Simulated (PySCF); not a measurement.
Job file and geometry (Å, from PBE0-D3(BJ)/def2-SVP) of an NMR shielding run on SMILES CN[Si@H]([SiH3])[SiH2][SiH2]O, CH13NOSi4, PySCF, GIAO mPW1PW91/pcSseg-1 NMR shielding, non-relativistic, gas phase; density fitting, a coarse starting grid and PySCF grid level 2 are the driver's defaults:

```
$ OMP_NUM_THREADS=1 python probes_run.py task.json out

{"job": {"kind": "nmr", "xc": "mPW1PW91", "basis": "pcSseg-1", "pop": false}, "charge": 0, "multiplicity": 1}
C     -0.907344     1.866235    -0.088196
N     -0.831334     0.930353    -1.188611
Si    -0.741974    -0.792789    -0.943781
Si    -2.631864    -1.745328     0.099975
Si     1.152370    -1.292430     0.358351
Si     2.848564     0.250835    -0.107928
O      2.381262     1.671899     0.652458
H     -0.751143     2.895572    -0.448685
H     -0.095289     1.668957     0.629871
H     -1.868110     1.849086     0.464143
H     -1.351042     1.226910    -2.008579
H     -0.573980    -1.417427    -2.294866
H     -3.878688    -1.545057    -0.707369
H     -2.437832    -3.215854     0.310554
H     -2.845521    -1.109585     1.439429
H      1.619926    -2.676690     0.021876
H      0.846428    -1.258300     1.824800
H      4.180183    -0.213826     0.401667
H      2.995832     0.446686    -1.586947
H      2.838679     2.473613     0.382168
```

Problem. Write the output of this run.

Solution. 
```
coarse grid: 17792 points
cycle   1  E = -1333.7058597449  dE =  1.281e-01  |g| = 7.784e-01  |ddm| = 3.922e+00
cycle   2  E = -1333.5163900088  dE =  1.895e-01  |g| = 1.249e+00  |ddm| = 1.905e+00
cycle   3  E = -1333.8187380057  dE = -3.023e-01  |g| = 7.563e-02  |ddm| = 1.394e+00
cycle   4  E = -1333.8199010904  dE = -1.163e-03  |g| = 2.681e-02  |ddm| = 9.958e-02
cycle   5  E = -1333.8200413794  dE = -1.403e-04  |g| = 1.093e-02  |ddm| = 3.359e-02
cycle   6  E = -1333.8200673039  dE = -2.592e-05  |g| = 2.879e-03  |ddm| = 1.487e-02
cycle   7  E = -1333.8200690873  dE = -1.783e-06  |g| = 5.938e-04  |ddm| = 3.265e-03
final grid: 150952 points
cycle   8  E = -1333.8629586189  dE = -2.456e-05  |g| = 5.511e-03  |ddm| = 2.070e-02
cycle   9  E = -1333.8629529798  dE =  5.639e-06  |g| = 7.619e-03  |ddm| = 1.198e-02
cycle  10  E = -1333.8629653129  dE = -1.233e-05  |g| = 7.353e-04  |ddm| = 7.229e-03
cycle  11  E = -1333.8629654174  dE = -1.045e-07  |g| = 1.819e-04  |ddm| = 6.556e-04
cycle  12  E = -1333.8629654244  dE = -6.997e-09  |g| = 2.220e-05  |ddm| = 1.559e-04
cycle  13  E = -1333.8629654245  dE = -1.382e-10  |g| = 6.997e-06  |ddm| = 4.842e-05
converged SCF energy = -1333.8629654245

GIAO shielding tensors (ppm)
atom      isotropic    diamagn.    paramagn.     s11        s22        s33       span
  0 C      150.789     246.449     -95.660    128.898    142.025    181.444     52.546
  1 N      261.944     322.661     -60.717    222.945    246.365    316.520     93.575
  2 Si     387.680     881.420    -493.740    311.052    370.807    481.182    170.130
  3 Si     461.593     880.601    -419.008    447.827    462.473    474.480     26.653
  4 Si     461.463     883.059    -421.596    452.083    456.679    475.628     23.545
  5 Si     366.188     878.223    -512.035    292.830    347.329    458.406    165.576
  6 O      332.990     389.947     -56.956    278.511    341.734    378.726    100.214
  7 H       28.808      29.380      -0.573     25.012     25.692     35.719     10.707
  8 H       28.316      31.843      -3.527     23.377     28.097     33.475     10.098
  9 H       28.850      30.255      -1.405     23.721     27.335     35.494     11.774
 10 H       31.945      32.129      -0.184     22.044     29.909     43.883     21.839
 11 H       26.144      30.300      -4.156     23.669     24.500     30.263      6.594
 12 H       27.799      28.880      -1.081     24.521     25.378     33.497      8.976
 13 H       28.102      29.121      -1.019     24.664     26.391     33.250      8.585
 14 H       27.632      29.761      -2.129     24.514     26.598     31.786      7.272
 15 H       28.164      30.363      -2.199     24.783     25.968     33.739      8.956
 16 H       27.656      30.933      -3.277     24.775     26.003     32.188      7.412
 17 H       25.836      26.949      -1.113     22.113     24.417     30.979      8.866
 18 H       25.935      28.833      -2.898     23.304     24.404     30.095      6.791
 19 H       31.025      29.426       1.599     22.525     25.101     45.449     22.923
```

Problem. Turn these shieldings into chemical shifts. Chemical shifts δ = σref − σ; 13C (σ = 183.54 ppm), 29Si (σ = 350.83 ppm), 1H (σ = 31.32 ppm) vs TMS; 15N (σ = 264.17 ppm) vs NH3; 17O (σ = 333.30 ppm) vs H2O, all at this level.

Solution. Averaging equivalent atoms: C 0: 32.8; N 1: 2.2; Si 5: -15.4; Si 2: -36.9; Si 4: -110.6; Si 3: -110.8; O 6: 0.3; H 17: 5.48; H 18: 5.38; H 11: 5.17; H 16: 3.66; H 12/13/14: 3.47; H 15: 3.15; H 7/8/9: 2.66; H 19: 0.29; H 10: -0.63 ppm. Experimental scales use liquid or dissolved standards, which lie at an offset from isolated NH3 (liquid NH3: subtract about 20 ppm) and H2O (liquid H2O: subtract about 36 ppm).

Size and cost of the density-fitted run: 212 basis functions, 69 s wall time on 1 thread of an Intel Xeon, shared host; peak memory 1 GiB.
